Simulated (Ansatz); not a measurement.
BClH₃NSi, SMILES `ClB1N[SiH2]1`, relaxed with RKS PBE-D4/def2-SVP in Ansatz from a rough embedded geometry. The force threshold is 0.03 eV/Å; the program also tests the step.

Total charge 0; spin multiplicity 1.

Start:

```xyz
7

Cl   -0.748   -0.571   -2.694
B    -0.141   -0.422   -0.921
N     0.090   -1.041    0.477
Si    0.416    0.665    0.684
H    -0.899   -1.176    0.889
H     1.906    0.992    0.475
H    -0.625    1.554    1.091
```

```tsv
step	energy (eV)	largest force (eV/Å)	largest move (Å)
1	-22594.4624	3.169	0.000
2	-22595.6302	2.023	0.196
3	-22596.2219	1.198	0.190
4	-22596.4225	0.700	0.200
5	-22596.5512	0.547	0.200
6	-22596.5568	0.593	0.100
7	-22596.5736	0.193	0.037
8	-22596.5740	0.188	0.012
9	-22596.5744	0.061	0.009
10	-22596.5746	0.018	0.006
```

End:

```xyz
7

Cl   -0.762   -0.857   -2.581
B    -0.278   -0.292   -0.998
N    -0.292   -0.793    0.295
Si    0.428    0.857    0.407
H    -0.577   -1.641    0.795
H     1.860    0.886    0.869
H    -0.379    1.839    1.213
```

Hardware: 2 threads of an AMD EPYC 7B13 on a shared host. Wall time 12 s, peak host memory 0.16 GiB.
